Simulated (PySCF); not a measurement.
SMILES OB(O)[NH][Ge]([Cl])([Cl])[Cl], singlet, CAM-B3LYP/def2-SVP optimised geometry. Atoms within 1.6 Å of the plane z = 0.0 Å (x, y, z in Å): Ge1 (-0.72, -1.00, 0.00), Cl2 (-1.44, 1.00, 0.00), Cl4 (1.44, -1.00, 0.00), N5 (-1.29, -1.85, -1.46), H11 (1.08, -2.96, -1.37).

Method: PySCF with CAM-B3LYP/def2-TZVP. Cells within 0.4 Å of a nucleus heavier than hydrogen are left out (blank, or x).

Map of the HOMO−1 amplitude (bohr^(-3/2)) on the plane z = 0.0 Å; orbital energy -10.86 eV, overall sign arbitrary:

```
|4444444444444444444444444444444|
|4444444444444444444444444444444|
|4444444444444444444444444444444|
|4444444444444444444444444444444|
|4444444444444444444444444444444|
|4555544444333444444444444444444|
|5555554443333344444444444444444|
|5555555432222334444444444444444|
|5555555532111233444444444444444|
|555566664x001233444445555554444|
|55566787xxx00233444455555555444|
|55566798xxx01233444555555555544|
|55566899xx422234445555555555554|
|5556678997533334455555555555554|
|5555677887544444455566666555555|
|5555566776554444555677766655555|
|5555556666554444556778876655555|
|4555555555544445556789987655555|
|44455555555xxx5455567xx77655554|
|44444444455xxx544444xxx65555554|
|44444444445xxx444332xxx44444444|
|444444444444x44443210x123444444|
|4444444444444444432100123344444|
|4444444444555544433211223344444|
|4444444444555544443322233444444|
|4444444445555554444333334444444|
|4444444445555554444444444444444|
|4444444455555555444444444444444|
|4444444455555555444444444444444|
|4444444455555555544444444444444|
|4444444455555555544444444444444|
```
Scale: ten equal steps from -0.115 (start of '0') to 0.120 (end of '9'), in the order '0123456789'; x runs from -3.50 to 3.50, y from -3.50 (bottom) to 3.50 (top).
